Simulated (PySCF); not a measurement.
C2H4BFO2, SMILES COB(F)C=O. The structure is a stationary point at ωB97X-D3(BJ)/def2-SVP. This is a generated structure with no PubChem entry under its InChIKey; it may be hypothetical. One conformer was computed; it need not be the lowest.

Computed equilibrium geometry at ωB97X-D3(BJ)/def2-SVP (PySCF confirms it by a frequency run) as a Z-matrix, and its point group (one conformer of several):
point group Cs.
```
B
O 1 1.3333
F 1 1.3354 2 117.79
C 2 1.4228 1 126.41 3 180.00
H 4 1.0974 2 111.61 1 0.00
H 4 1.1002 5 110.00 2 -120.28
H 4 1.1002 5 110.00 6 -119.44
C 1 1.6232 2 127.16 4 0.00
O 8 1.2127 1 124.93 2 0.00
H 8 1.1237 9 119.17 5 180.00
```
Charge 0, spin multiplicity 1.
